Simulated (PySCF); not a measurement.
Computed with PBE-D3(BJ)/def2-TZVP // CAM-B3LYP-D3(BJ)/def2-TZVP in PySCF. Isolated molecules, 0 K electronic values unless said otherwise. Excitations are Tamm–Dancoff values on a coarser integration grid. The basis has no diffuse functions, so Rydberg states are missing or too high.

Reference species (SMILES): `IBI` (neutral, multiplicity 1).

```json
{
  "S1 oscillator strength": "0.000",
  "S1–T1 gap (TDA)": "0.17 eV",
  "T1 excitation (TDA)": "3.26 eV",
  "HOMO": "-6.52 eV"
}
```

Changed species: `IB(I)I` (0 of 3 I replaced by H; the reference has 1 of 3 I replaced by H).

Q: What does the change do to the S1 oscillator strength, S1–T1 gap (TDA), T1 excitation (TDA) and HOMO?

A: the S1 oscillator strength hardly moves; the S1–T1 gap (TDA) falls by 0.02 eV, to 0.15 eV; the T1 excitation (TDA) falls by 0.31 eV, to 2.95 eV; the HOMO rises by 0.27 eV, to -6.25 eV.
